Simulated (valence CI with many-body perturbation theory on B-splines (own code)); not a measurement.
# Ir LXXI: fill in the table

Level of theory: configuration interaction combined with many-body perturbation theory (CI+MBPT): five valence electrons over a frozen Dirac-Fock core [He], radial functions for each j: 9 s, 9 p, 8 d, 6 f, 3 g, 1 h, with the one-electron correlation potential Σ1, the two-electron term Σ2, the three-electron term Σ3, Breit, model QED; selected CI, second order for the rest (own B-spline code, finite nucleus).

The last digits are not significant, and no measured levels were compared; by estimate large intervals hold to a few tenths of a per cent, small ones and those within an open d or f shell to about a per cent. Among the levels kept, up to 1200 cm⁻¹ of a level comes from second order outside the variational space, and about a tenth of that is noise between levels of different J, which matters for small intervals.

| Level | E (eV) |
| --- | --- |
| (2s^2 2p1/2^2 2p3/2) J=3/2 | 0.0 |
| (2s^2 2p1/2 2p3/2^2) J=3/2 | 1672.2 |
| (2s^2 2p1/2 2p3/2^2) J=5/2 | ? |
| (2s^2 2p1/2 2p3/2^2) J=1/2 | ? |
| (2s 2p1/2^2 2p3/2^2) J=5/2 | 2041.5 |
| (2s 2p1/2^2 2p3/2^2) J=1/2 | 2153.9 |
| (2s 2p1/2^2 2p3/2^2) J=3/2 | ? |
| (2s^2 2p3/2^3) J=3/2 | 3428.0 |
| (2s 2p1/2 2p3/2^3) J=3/2 [a] | 3743.4 |
| (2s 2p1/2 2p3/2^3) J=5/2 | 3785.4 |
| (2s 2p1/2 2p3/2^3) J=1/2 | 3855.7 |
| (2s 2p1/2 2p3/2^3) J=3/2 [b] | 3863.3 |
| (2p1/2^2 2p3/2^3) J=3/2 | ? |
| (2s 2p3/2^4) J=1/2 | ? |
| (2p1/2 2p3/2^4) J=1/2 | 5974.8 |
| (2s^2 2p1/2^2 3s) J=1/2 | 9541.2 |
| (2s^2 2p1/2^2 3p1/2) J=1/2 | 9653.4 |
| (2s^2 2p1/2^2 3p3/2) J=3/2 | 10162.8 |
| (2s^2 2p1/2^2 3d3/2) J=3/2 | 10257.5 |
| (2s^2 2p1/2^2 3d5/2) J=5/2 | ? |

Levels are named by their leading jj configuration (3d3/2^4 stands for four electrons in 3d with j = 3/2), which in mixed levels can hold well under half, so a name can repeat and another be missing. Letters in brackets count levels of one name in rising energy.

The levels stand in rising order. What does the calculation give for the missing energies?

(2s^2 2p1/2 2p3/2^2) J=5/2 1695.3; (2s^2 2p1/2 2p3/2^2) J=1/2 1751.8; (2s 2p1/2^2 2p3/2^2) J=3/2 2155.1; (2p1/2^2 2p3/2^3) J=3/2 4270.7; (2s 2p3/2^4) J=1/2 5547.7; (2s^2 2p1/2^2 3d5/2) J=5/2 10396.2.
